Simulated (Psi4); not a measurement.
H$_{7}$NSi$_{2}$, charge +1, doublet, at a GFN2-xTB geometry (a state made from the parent by changing its charge; the spin is typed, not shown lowest), atoms displaced at random by about 0.02 Å a coordinate; PBE/STO-3G (Psi4).

The Psi4 input:
```
memory 2 GB

molecule mol {
1 2
Si    1.523336   -0.221088    0.339752
N    -0.047710   -0.421770   -0.352886
Si   -1.536507    0.427598   -0.134462
H     2.462890   -0.155062   -0.866335
H     1.541927    0.936406    1.170192
H     1.830765   -1.520200    1.010592
H    -0.150161   -1.211114   -0.972821
H    -2.507353   -0.638487    0.266923
H    -1.888895    0.785825   -1.573863
H    -1.339486    1.476375    0.803842
}

set {
  basis sto-3g
  reference uks
  g_convergence turbomole
}

optimize('pbe')
print_variables()
```

Problem. Predict the main parts of the log of this Psi4 run.

Solution. 
```
gradient() will perform analytic gradient computation.

   => Loading Basis Set <=

    Name: STO-3G
    Role: ORBITAL
    Keyword: BASIS

         ---------------------------------------------------------
                                   SCF
               by Justin Turney, Rob Parrish, Andy Simmonett
                          and Daniel G. A. Smith
                              UKS Reference
         ---------------------------------------------------------

  ==> Geometry <==

    Molecular point group: c1
    Full point group: C1

    Geometry (in Angstrom), charge = 1, multiplicity = 2:

       Center              X                  Y                   Z               Mass
    ------------   -----------------  -----------------  -----------------  -----------------
         SI           1.537454340830    -0.215149014339     0.331452469563    27.976926534650
         N           -0.033591659170    -0.415831014339    -0.361185530437    14.003074004430
         SI          -1.522388659170     0.433536985661    -0.142761530437    27.976926534650
         H            2.477008340830    -0.149123014339    -0.874634530437     1.007825032230
         H            1.556045340830     0.942344985661     1.161892469563     1.007825032230
         H            1.844883340830    -1.514261014339     1.002292469563     1.007825032230
         H           -0.136042659170    -1.205175014339    -0.981120530437     1.007825032230
         H           -2.493234659170    -0.632548014339     0.258623469563     1.007825032230
         H           -1.874776659170     0.791763985661    -1.582162530437     1.007825032230
         H           -1.325367659170     1.482313985661     0.795542469563     1.007825032230

  Running in c1 symmetry.

  Rotational constants: A =      0.86109  B =      0.09880  C =      0.09442 [cm^-1]
  Rotational constants: A =  25814.82647  B =   2961.89507  C =   2830.77355 [MHz]
  Nuclear repulsion =  156.692822498644659

  Charge       = 1
  Multiplicity = 2
  Electrons    = 41
  Nalpha       = 21
  Nbeta        = 20

  ==> Algorithm <==

  SCF Algorithm Type is DF.
  DIIS enabled.
  MOM disabled.
  Fractional occupation disabled.
  Guess Type is SAD.
  Energy threshold   = 1.00e-08
  Density threshold  = 1.00e-08
  Integral threshold = 1.00e-12

  ==> Primary Basis <==

  Basis Set: STO-3G
    Blend: STO-3G
    Number of shells: 20
    Number of basis functions: 30
    Number of Cartesian functions: 30
    Spherical Harmonics?: true
[...]
  @DF-UKS Final Energy:  -629.90053444958733
    Total Energy =                       -629.9005344495873260
  @DF-UKS Final Energy:  -629.90268738923260
    Total Energy =                       -629.9026873892325966
  @DF-UKS Final Energy:  -629.90288624735979
    Total Energy =                       -629.9028862473597883
  @DF-UKS Final Energy:  -629.90289628311450
    Total Energy =                       -629.9028962831145009
  @DF-UKS Final Energy:  -629.90289741133847
    Total Energy =                       -629.9028974113384720
  @DF-UKS Final Energy:  -629.90289756132552
    Total Energy =                       -629.9028975613255170
  @DF-UKS Final Energy:  -629.90289761122222
    Total Energy =                       -629.9028976112222153
[...]

	Measures of convergence in internal coordinates in au.

	Criteria marked as inactive (o), active & met (*), and active & unmet ( ).

	----------------------------------------------------------------------------------------------
	   Step    Total Energy     Delta E     Max Force     RMS Force      Max Disp      RMS Disp
	----------------------------------------------------------------------------------------------
	  Convergence Criteria     1.00e-06 *    1.00e-03 *    5.00e-04 *    1.00e-03 *    5.00e-04 *
	----------------------------------------------------------------------------------------------
	     8    -629.90289761   -4.99e-08 *    1.61e-05 *    6.21e-06 *    8.86e-04 *    3.23e-04 *  ~
	----------------------------------------------------------------------------------------------

Next Geometry in Ang
	Fragment 1 (Ang)

	   Si   1.6343801624  -0.2217142618   0.3502727207
	    N  -0.0383274030  -0.4678165306  -0.3783011280
	   Si  -1.6150522403   0.4572031698  -0.1600755071
	    H   2.4939260047  -0.0754728092  -0.8239502472
	    H   1.5107368234   0.9609925814   1.1878458806
	    H   1.8706676509  -1.4747329355   1.0676476877
	    H  -0.1068804692  -1.2998215886  -1.0487748251
	    H  -2.5383637154  -0.5666295562   0.3284868270
	    H  -1.9324153612   0.8986416121  -1.5181633740
	    H  -1.3021015063   1.5187984678   0.7836783737

    Final optimized geometry and variables:
    Molecular point group: c1
    Full point group: C1

    Geometry (in Angstrom), charge = 1, multiplicity = 2:

    SI           1.634470684414    -0.221690533501     0.350191508386
    N           -0.038266866524    -0.467573347499    -0.378359383449
    SI          -1.615155956680     0.457104419671    -0.159978954509
    H            2.494139245823    -0.076212768690    -0.824008112182
    H            1.511229907052     0.961374152632     1.187327614389
    H            1.870208249596    -1.474494391162     1.068151381546
    H           -0.106766605454    -1.299469974556    -1.048993393929
    H           -2.538312578831    -0.567045906548     0.328230418781
    H           -1.932434827224     0.898938479742    -1.517993819395
    H           -1.302541306132     1.518518019176     0.784099148857

  Variable Map:
  ----------------------------------------------------------------------------
[...]
  Array Variable Map:
  ----------------------------------------------------------------------------
[...]
Optimizer: Optimization complete!
```
